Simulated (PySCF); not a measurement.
Computed shifts of a molecule CH₃FO₃Si, PySCF with PBE/pcSseg-1, GIAO, gas phase, atoms alike by connectivity averaged where their shifts nearly agree, in ppm (number of nuclei): ¹³C: 165.6 (1). ²⁹Si: -46.8 (1). ¹⁹F: -147.3 (1). ¹H: 8.20 (1), 5.03 (1), 4.96 (1). References: ¹⁷O against H2O (σ = 334.3 ppm); ¹³C against TMS (σ = 182.0 ppm); ²⁹Si against TMS (σ = 335.4 ppm); ¹⁹F against CFCl3 (σ = 133.6 ppm); ¹H against TMS (σ = 31.49 ppm), references at their B3LYP-D3(BJ)/def2-TZVP geometries, non-relativistic. Geometry: PBE0-D3(BJ)/def2-SVP. The values are those of a single conformer.

Task: Which structure fits?
A. O[Si]1(F)OCO1
B. O=C(O)[Si@H](O)F
C. O=C[Si](O)(O)F
D. O=CO[Si@@H](O)F

Result: D, O=CO[Si@@H](O)F
